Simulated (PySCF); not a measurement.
Gas-phase equilibrium of 1 mol NO, 0.57 mol O₂ at 1800 K and 0.133 bar, among 8 species (O₂, N₂, O, NO, O₃, N, N₂O, NO₂). Only gases are allowed; each row takes one source of thermochemistry for all species, and Cantera finds the minimum.

Energies from PySCF (xtb for GFN2), thermal terms from the rigid-rotor harmonic-oscillator model, ideal gas at 1 bar. Table values come from the NASA 1993 polynomials. After a fit of one offset per element over all species, the range-separated, M06-2X, PBE0/def2-QZVP and CCSD(T)/def2-TZVPP enthalpies, where run, lie to one side of the table for O₃ (+19 kJ/mol): a fault of the table's entry, another state or a shared error of the levels is possible; this was not checked at source. † marks an energy on the PBE0/def2-TZVP geometry and frequencies; other levels use their own. 6-31G* has spherical d functions here. Open shells (unrestricted) among the columns below: O₂ (multiplicity 3), NO (multiplicity 2, electronic degeneracy 4), NO₂ (multiplicity 2); the rest are closed-shell singlets. GFN2 has no spin-polarisation term. Spin-orbit splitting is ignored; it lowers the true energy and changes the entropy of NO. B3LYP is the form with VWN-RPA correlation. The harmonic model lacks anharmonicity and excited electronic states, which grow with temperature; levels with a mode under 35 cm⁻¹ are left out. Strong static correlation: O₃.

Molecules larger than those listed are left out. Table species left out: NO3.

With table thermochemistry: NO₂ 7.8e-6, O₂ 0.68, N₂ 0.32, O₃ 4.4e-9, NO 0.0047.

Task: How far does the composition move with the other sources (B3LYP/6-31G*, B3LYP/def2-TZVP†, GFN2-xTB, PBE/def2-TZVP†, r2SCAN/def2-TZVP†, ωB97M-V/def2-TZVP†)?

Result: 
| thermochemistry | x NO₂ | x O₂ | x N₂ | x O₃ | x NO |
|---|---|---|---|---|---|
| table | 7.8e-6 | 0.68 | 0.32 | 4.4e-9 | 0.0047 |
| B3LYP/6-31G* | 1.3e-5 | 0.68 | 0.32 | 9.4e-11 | 0.0061 |
| B3LYP/def2-TZVP† | 1.1e-5 | 0.68 | 0.32 | 1.0e-10 | 0.0054 |
| GFN2-xTB | 0.95 | 0.016 | 9.2e-8 | 0.036 | 6.8e-5 |
| PBE/def2-TZVP† | 0.00018 | 0.68 | 0.32 | 4.8e-9 | 0.0054 |
| r2SCAN/def2-TZVP† | 4.0e-5 | 0.68 | 0.32 | 1.9e-10 | 0.0039 |
| ωB97M-V/def2-TZVP† | 4.7e-6 | 0.68 | 0.32 | 9.4e-11 | 0.0047 |
The most sensitive of these is O₃: it spans a factor of 10^8.6 over these rows; at this temperature one factor of ten is RT ln 10 = 34 kJ/mol.
